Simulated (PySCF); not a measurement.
Run record: geometry optimisation, trans-Sn(NH3)2Cl4 (`[NH3]->[Sn](<-[NH3])([Cl])([Cl])([Cl])[Cl]`).

Method: PBE0-D3(BJ)/def2-SVP geometry optimisation, gas phase, def2 core potentials past Kr (PySCF 2.14.0). Start geometry: GFN2-xTB. The input is one job of a driver script: a line of settings, then coordinates in Å.

Input:
```
{"job": {"xc": "PBE0", "basis": "def2-SVP", "d3": "d3bj", "grid": 1, "maxiter": 30, "shake": 0.03, "kind": "geom"}, "charge": 0, "multiplicity": 1}
Sn     0.068450    -0.075990     0.011430
N     -0.020360    -0.032770     2.595770
H     -0.480810     0.823850     2.939350
H      1.040470    -0.083710     2.953700
H     -0.546500    -0.828510     2.915040
N     -0.011330     0.031710    -2.608030
H      0.508300     0.829950    -2.957840
H     -0.904460     0.043360    -2.966720
H      0.458940    -0.791430    -2.905910
Cl     2.422470    -0.008790     0.041350
Cl    -2.443270     0.005850     0.043310
Cl     0.030320     2.426640     0.023780
Cl    -0.091600    -2.392270    -0.063020
```

Output:
```
step   0  E = -2167.02636707  max force = 0.063583
step   1  E = -2167.05187365  max force = 0.018581
step   2  E = -2167.05444081  max force = 0.022067
step   3  E = -2167.06175077  max force = 0.011380
step   4  E = -2167.06434579  max force = 0.014866
step   5  E = -2167.06500495  max force = 0.006665
step   6  E = -2167.06445482  max force = 0.013258
step   7  E = -2167.06519277  max force = 0.005507
step   8  E = -2167.06516206  max force = 0.005116
step   9  E = -2167.06533916  max force = 0.000984
step  10  E = -2167.06535310  max force = 0.000376
optimisation converged
```

Energies in Eh; «max force» is the largest Cartesian gradient component in Eh/bohr.

Question: Give the first gradient maximum in eV/Å.

Answer: With 1 Eh/bohr = 51.422 eV/Å, 3.270 eV/Å.

In short: final energy -2167.06535 Eh after 10 steps; dipole 0.02 D.

Time: 3.1 min wall; peak memory 0.67 GiB. Hardware: one thread, Arm Neoverse V1 (aarch64), shared host with 32 logical CPUs at a one-minute load of 15.
Labels such as C1 count atoms from 1, the log's own numbers from 0.
